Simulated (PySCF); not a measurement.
C3H7Br, SMILES CC(C)Br. Atoms are numbered in the order given.

```xyz
11

C      1.5606     0.1260    -1.2751
C      0.9295    -0.4097     0.0000
C      1.5606     0.1260     1.2751
Br    -1.0183     0.0253     0.0000
H      1.4991     1.2321    -1.3143
H      2.6338    -0.1610    -1.3040
H      1.0686    -0.2825    -2.1782
H      0.9319    -1.5174     0.0000
H      1.4991     1.2321     1.3143
H      2.6338    -0.1610     1.3040
H      1.0686    -0.2825     2.1782
```
Charge 0, spin multiplicity 1.

Coordinates come from a PBE-D3(BJ)/def2-SVP optimisation.

Calculation: PBE-D3(BJ)/def2-SVP (PySCF).

Frequencies are harmonic and unscaled.

Computed vibrational spectrum:
```csv
mode,ν (cm⁻¹),IR (km/mol),moving atoms (share of kinetic energy)
1,246,0.1,H 96 %
2,261,1.1,"H 73 %, C 18 %, Br 10 %"
3,279,0.8,"C 59 %, H 31 %, Br 9 %"
4,295,2.0,"H 52 %, C 31 %, Br 17 %"
5,396,1.6,"C 58 %, H 41 %"
6,530,15.3,"C 64 %, H 27 %, Br 9 %"
7,880,7.4,"C 64 %, H 36 %"
8,903,1.6,"H 87 %, C 13 %"
9,916,0.2,"H 71 %, C 29 %"
10,1013,10.8,"H 76 %, C 24 %"
11,1124,1.6,"C 57 %, H 43 %"
12,1131,33.1,"C 52 %, H 48 %"
13,1196,35.9,"H 77 %, C 23 %"
14,1296,0.6,"H 76 %, C 24 %"
15,1341,15.4,"H 67 %, C 33 %"
16,1347,5.2,"H 79 %, C 21 %"
17,1399,1.6,H 94 %
18,1406,0.5,H 97 %
19,1411,10.9,H 96 %
20,1428,5.8,H 96 %
21,2965,10.0,H 97 %
22,2969,21.5,H 97 %
23,3029,1.9,"H 92 %, C 8 %"
24,3054,1.2,"H 91 %, C 9 %"
25,3059,22.0,"H 91 %, C 9 %"
26,3084,6.3,"H 90 %, C 10 %"
27,3086,12.1,"H 91 %, C 9 %"
```
